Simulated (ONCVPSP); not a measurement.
**Which change was made? (Hf, ONCV)**

hafnium, optimised norm-conserving Vanderbilt (ONCV), made with ONCVPSP 4.0.1 (PBE, scalar-relativistic). Core [Kr] 4d10 4f14 5s2, reference 5p6 5d2.5 6s1.5. Waves: 6s: rc 2.85 bohr, ncon 5, nbas 9, qcut 1.9 1/bohr, 3 projectors, debl 2.1 Ha; 5p: rc 2.05 bohr, ncon 3, nbas 6, qcut 6.8 1/bohr, 1 projector; 5d: rc 3.30 bohr, ncon 4, nbas 9, qcut 5 1/bohr, 2 projectors, debl 2.3 Ha. Local part: polynomial inside 1.50 bohr (lpopt 3, dvloc0 6 Ha). Core correction: none.

Cutoffs, loose and tight: the cutoffs (Ha) at which the residual kinetic energy of the hardest occupied pseudo-wave falls to 1 and 0.1 mHa per electron. They do not see the model core or the augmentation charge, which bear on the density cutoff. Test errors are all-electron minus pseudo excitation energies from the reference, over the configurations 5p6 5d2 6s2; 5p6 5d2 6s1; 5p6 5d2 6s0; 5p6 5d1 6s2 6p1; variants that change the core or the reference have their own tests.

The base gives: outcome: generated; cutoff, loose: 9.9 Ha; cutoff, tight: 21 Ha; bound ghosts: none; GHOST(+) flags above zero: s; largest test error (meV): +99.

(1) After one change the result is: outcome: generated; cutoff, loose: 9.9 Ha; cutoff, tight: 21 Ha; bound ghosts: none; GHOST(+) flags above zero: s; largest test error (meV): +162. Which change was it?
A. d: rc 3.92
B. d: rc 4.7
C. d: rc 2.46
D. d: rc 3.6

Results:

(1) A. The others give: d: rc 4.7 → outcome: generated; cutoff, loose: 9.9 Ha; cutoff, tight: 21 Ha; bound ghosts: none; GHOST(+) flags above zero: s; largest test error (meV): +271 | d: rc 3.6 → outcome: generated; cutoff, loose: 9.9 Ha; cutoff, tight: 21 Ha; bound ghosts: none; GHOST(+) flags above zero: s; largest test error (meV): +128 | d: rc 2.46 → outcome: generated; cutoff, loose: 9.9 Ha; cutoff, tight: 21 Ha; bound ghosts: none; GHOST(+) flags above zero: s; largest test error (meV): +42.
